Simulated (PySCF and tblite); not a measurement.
The numbers below are computed, except where a source is named.
Stationary points of CH$_{5}$B$_{2}$F$_{2}$N at GFN2-xTB, in Å:

Structure A

```
 1 N     1.827    0.346    0.455
 2 B     0.892   -0.443   -0.320
 3 C    -0.627   -0.664    0.146
 4 B    -1.475    0.505   -0.451
 5 F    -2.121    0.436   -1.600
 6 F    -1.554    1.694    0.127
 7 H     1.977   -0.001    1.395
 8 H     1.521    1.306    0.567
 9 H     1.251   -0.915   -1.332
10 H    -0.996   -1.619   -0.220
11 H    -0.695   -0.642    1.233
```

Structure B

```
 1 N     1.591    0.457    0.462
 2 B     0.887   -0.436   -0.316
 3 C    -0.639   -0.764    0.071
 4 B    -1.516    0.471   -0.294
 5 F    -2.187    0.602   -1.426
 6 F    -1.602    1.544    0.483
 7 H     1.185    0.941    1.246
 8 H     2.546    0.724    0.293
 9 H     1.406   -0.931   -1.240
10 H    -0.978   -1.657   -0.448
11 H    -0.687   -0.947    1.143
```

Level: PBE/pcSseg-1 + D3(BJ) on GFN2-xTB stationary points, with GFN2-xTB thermal terms.

Which structure is a saddle point, and along which motion?

A: one imaginary mode (662i cm⁻¹ at GFN2-xTB, mostly on H8, H7, H9), along the rotation about the B2–N1 bond (torsion C3–B2–N1–H from -2° to 182°, rising).

Give their symmetry and energies above the lowest.

A C1, 30.8 kcal/mol; B C1, 0.0 kcal/mol.
